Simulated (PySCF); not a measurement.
(GeH3)2PPF2, F2Ge2H6P2.
SMILES with atom numbers: `[F:1][P:2]([F:3])[P:4]([GeH3:5])[GeH3:6]` (hydrogens: H7, H8, H9 on Ge5; H10, H11, H12 on Ge6)

Method: PySCF, PBE0-D3(BJ)/def2-SVP geometry optimisation, gas phase; density fitting, grid level 1; the optimiser is geomeTRIC in internal coordinates, started from a GFN2-xTB structure.

At the end of the run (lengths in Å): P2–P4 2.231, Ge5–H8 1.543, Ge6–H10 1.542, Ge5–H7 1.537, Ge6–H12 1.536, Ge6–H11 1.537, Ge5–H9 1.534, P2–P4–Ge6 94.4°, F1–P2–F3 98.5°, P2–P4–Ge5 91.8°, F1–P2–P4 97.9°, F1–P2–P4–Ge5 171°, H7–Ge5–P4–P2 144°, H10–Ge6–P4–P2 -31°.

Task: These geometries were met on the way; a selection of coordinates is given. Order them by energy above the end point, lowest first.
A. P2–P4 2.232, Ge5–H8 1.543, Ge6–H10 1.542, Ge5–H7 1.537, Ge6–H12 1.536, Ge6–H11 1.537, Ge5–H9 1.534, P2–P4–Ge6 94.0°, F1–P2–F3 98.5°, P2–P4–Ge5 91.7°, F1–P2–P4 97.9°, F1–P2–P4–Ge5 172°, H7–Ge5–P4–P2 144°, H10–Ge6–P4–P2 -31°
B. P2–P4 2.237, Ge5–H8 1.556, Ge6–H10 1.556, Ge5–H7 1.548, Ge6–H12 1.548, Ge6–H11 1.548, Ge5–H9 1.548, P2–P4–Ge6 94.1°, F1–P2–F3 99.5°, P2–P4–Ge5 94.1°, F1–P2–P4 96.3°, F1–P2–P4–Ge5 180°, H7–Ge5–P4–P2 165°, H10–Ge6–P4–P2 -46°
C. P2–P4 2.228, Ge5–H8 1.541, Ge6–H10 1.541, Ge5–H7 1.537, Ge6–H12 1.536, Ge6–H11 1.538, Ge5–H9 1.535, P2–P4–Ge6 94.5°, F1–P2–F3 98.6°, P2–P4–Ge5 93.2°, F1–P2–P4 97.5°, F1–P2–P4–Ge5 177°, H7–Ge5–P4–P2 159°, H10–Ge6–P4–P2 -40°
D. P2–P4 2.175, Ge5–H8 1.504, Ge6–H10 1.504, Ge5–H7 1.500, Ge6–H12 1.499, Ge6–H11 1.499, Ge5–H9 1.499, P2–P4–Ge6 88.7°, F1–P2–F3 94.3°, P2–P4–Ge5 88.7°, F1–P2–P4 98.0°, F1–P2–P4–Ge5 179°, H7–Ge5–P4–P2 165°, H10–Ge6–P4–P2 -44°

Result: A (0.001 eV), C (0.013 eV), B (0.034 eV), D (0.237 eV).

```
step  E above end (eV)  rms distance from the end, all atoms (Å)  largest force (eV/Å)  rms shift of all bonds from the end (Å)
  13             0.001                                     0.015                 0.023                                    0.000
   5             0.013                                     0.198                 0.089                                    0.002
   1             0.034                                     0.310                 0.235                                    0.010
   0             0.237                                     0.336                 1.082                                    0.034
```

Rows stand in the order of the answer.
